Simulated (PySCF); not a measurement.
**C₆ coefficients of unlike pairs at PBE**

Calculated with PySCF 2.14 from the dipole response of each species, C₆(A,B) = (3/π) ∫ α_A(iu) α_B(iu) du, in atomic units, from isotropic polarisabilities. For ions this is the dispersion term alone; charge-induced terms of lower order in 1/R come first.

```
species           configuration                                                                            basis      relativity  α (bohr³)  C₆ (like pair)
   Ta³⁺      [Xe] 4f14 5d2 (3F)  x2c-TZVPPall with one added diffuse shell each of s, p, d, f type (12s8p8d4f1g)   spin-free X2C      7.648           36.03
     Br  [Ar] 3d10 4s2 4p5 (2P)                                                        def2-QZVPPD (12s8p5d4f1g)            none      22.26           181.3
   Fe³⁺           [Ar] 3d5 (6S)                                                   aug-cc-pwCVTZ-DK (10s9p7d4f3g)   spin-free X2C      1.958           4.818
   Au²⁺      [Xe] 4f14 5d9 (2D)                                      aug-cc-pwCVTZ-PP with ECP60MDF (8s8p7d4f3g)  core potential      8.987           58.77
```

**Question.** Estimate C₆ for Au²⁺ with Br.

**Answer.** The integral gives 97.46. The combination rule 2 C_A C_B / (C_A α_B/α_A + C_B α_A/α_B) gives 97.39 and the geometric mean 103.2.

No spin-orbit coupling is included.

The other pairs:

```json
{"pair": "Br, Ta³⁺", "C₆": "77.32"}
{"pair": "Fe³⁺, Br", "C₆": "25.10"}
{"pair": "Fe³⁺, Ta³⁺", "C₆": "12.69"}
{"pair": "Au²⁺, Fe³⁺", "C₆": "16.34"}
{"pair": "Au²⁺, Ta³⁺", "C₆": "45.96"}
```
